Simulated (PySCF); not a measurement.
## Manganese: a sound run and one with changed settings

Sound run: Mn⁺ [Ar] 3d5 4s1, Mn²⁺ [Ar] 3d5. Calculation: PySCF 2.14, in cc-pVTZ-DK; scalar relativity by spin-free X2C-1e. The sound run starts from symmetry-adapted Hartree-Fock orbitals and uses a fine grid where one is needed.

Changed run: radial step 0.8 in ln r (0.13 in the sound run). This setting is unsound on purpose.

```csv
species,method,sound run (hartree),changed run (hartree),converged
Mn⁺,UHF,-1157.16198,-1157.16198,yes
Mn⁺,PBE0,-1158.07321,-1158.22787,yes
Mn⁺,PBE,-1158.04297,-1158.24940,yes
Mn²⁺,UHF,-1156.61605,-1156.61605,yes
Mn²⁺,PBE0,-1157.48604,-1157.62520,yes
Mn²⁺,PBE,-1157.44385,-1157.62854,yes
```

Ionisation energy of Mn⁺:

| method | sound run (eV) | changed run (eV) |
| --- | --- | --- |
| UHF | 14.856 | 14.856 |
| PBE0 | 15.978 | 16.400 |
| PBE | 16.303 | 16.895 |

A coarse radial grid mis-integrates the density and the exchange-correlation energy, with errors of either sign; Hartree-Fock needs no grid.

For comparison, NIST gives 15.640 eV between the lowest levels.
